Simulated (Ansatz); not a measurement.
## Ansatz (development build ahead of 0.2.0) run

```yaml
crystal:
  periodic: [false, false, false]
  atoms:
    - { symbol: C, position_ang: [0.0, 1.56, 0.0] }
    - { symbol: C, position_ang: [1.351, 0.78, 0.0] }
    - { symbol: C, position_ang: [1.351, -0.78, 0.0] }
    - { symbol: C, position_ang: [0.0, -1.56, 0.0] }
    - { symbol: C, position_ang: [-1.351, -0.78, 0.0] }
    - { symbol: C, position_ang: [-1.351, 0.78, 0.0] }
    - { symbol: C, position_ang: [2.702, 1.56, 0.0] }
    - { symbol: C, position_ang: [4.053, 0.78, 0.0] }
    - { symbol: C, position_ang: [4.053, -0.78, 0.0] }
    - { symbol: C, position_ang: [2.702, -1.56, 0.0] }
    - { symbol: H, position_ang: [0.0, 2.645, 0.0] }
    - { symbol: H, position_ang: [0.0, -2.645, 0.0] }
    - { symbol: H, position_ang: [-2.29064, -1.3225, 0.0] }
    - { symbol: H, position_ang: [-2.29064, 1.3225, 0.0] }
    - { symbol: H, position_ang: [2.702, 2.645, 0.0] }
    - { symbol: H, position_ang: [4.99264, 1.3225, 0.0] }
    - { symbol: H, position_ang: [4.99264, -1.3225, 0.0] }
    - { symbol: H, position_ang: [2.702, -2.645, 0.0] }
basis:
  gaussian: { orbitals: def2-SVP }
hamiltonian:
  xc: hf
```

The input is written out in the form of the current development build from the run's settings.

The run gave:

| Quantity | Value |
| --- | --- |
| Converged | yes |
| Total energy | -382.84273 hartree |
| Spin squared of the determinant | 0.000 |
| Stability test | minimum among restricted orbitals |

Caution: an unrestricted determinant lies well below.
